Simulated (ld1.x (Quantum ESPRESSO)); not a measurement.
## Plane-wave convergence, ultrasoft potential for B

* Element: B
* Generator: ld1.x (Quantum ESPRESSO) 7.5
* Type: ultrasoft
* Functional: Wu–Cohen
* Relativity: scalar-relativistic
* Frozen core: [He]
* Valence charge: 3
* Reference configuration: 2s1 2p0 (charge +2)
* Partial waves: 2s (bound): rcut 0.90, rcutus 1.15 bohr; 2s channel at -1.95 Ry: rcut 0.90, rcutus 1.15 bohr; 2p (bound, empty): rcut 2.30, rcutus 2.60 bohr; 2p channel at 0.25 Ry: rcut 2.30, rcutus 2.60 bohr; 3d channel at -0.1 Ry: rcut 2.00, rcutus 2.45 bohr
* Local potential: all-electron potential smoothed inside 1.90 bohr (lloc = -1)
* Core correction: Bessel-smoothed model core inside 0.80 bohr
* Augmentation charge: PSQ, radius 0.70 bohr

The pseudo-atom Hamiltonian at the reference potential is diagonalised in spherical Bessel functions j_l(qr) that vanish at 20 bohr, with q² up to the cutoff. All-electron valence levels (Ry): 2s -2.3022, 2p -1.8581.

**Question.** How do the lowest levels (Ry) of each channel move with the cutoff, and are there ghosts?

**Answer.**

```json
{"cutoff (Ry)": "8", "s #1": "-2.2287", "s #2": "-0.7420", "p #1": "-1.8472", "p #2": "-0.6336", "d #1": "-0.5931", "d #2": "-0.2909", "f #1": "-0.2675", "f #2": "-0.1509", "Σ f·Δε (mRy)": "73.6"}
{"cutoff (Ry)": "12", "s #1": "-2.2639", "s #2": "-0.7502", "p #1": "-1.8577", "p #2": "-0.6441", "d #1": "-0.5967", "d #2": "-0.2923", "f #1": "-0.2675", "f #2": "-0.1510", "Σ f·Δε (mRy)": "38.3"}
{"cutoff (Ry)": "18", "s #1": "-2.2923", "s #2": "-0.7583", "p #1": "-1.8580", "p #2": "-0.6490", "d #1": "-0.5972", "d #2": "-0.2925", "f #1": "-0.2675", "f #2": "-0.1510", "Σ f·Δε (mRy)": "9.9"}
{"cutoff (Ry)": "21", "s #1": "-2.2973", "s #2": "-0.7600", "p #1": "-1.8581", "p #2": "-0.6494", "d #1": "-0.5972", "d #2": "-0.2925", "f #1": "-0.2675", "f #2": "-0.1510", "Σ f·Δε (mRy)": "4.9"}
{"cutoff (Ry)": "30", "s #1": "-2.3017", "s #2": "-0.7615", "p #1": "-1.8581", "p #2": "-0.6496", "d #1": "-0.5972", "d #2": "-0.2925", "f #1": "-0.2675", "f #2": "-0.1510", "Σ f·Δε (mRy)": "0.6"}
{"cutoff (Ry)": "40", "s #1": "-2.3021", "s #2": "-0.7616", "p #1": "-1.8581", "p #2": "-0.6496", "d #1": "-0.5972", "d #2": "-0.2925", "f #1": "-0.2675", "f #2": "-0.1510", "Σ f·Δε (mRy)": "0.2"}
{"cutoff (Ry)": "400", "s #1": "-2.3022", "s #2": "-0.7616", "p #1": "-1.8581", "p #2": "-0.6496", "d #1": "-0.5972", "d #2": "-0.2925", "f #1": "-0.2675", "f #2": "-0.1510", "Σ f·Δε (mRy)": "0.0"}
```

Result: no extra level below or beside the all-electron valence levels (s, p, d, f tested); 10 mRy is reached at 18 Ry and 1 mRy at 30 Ry.
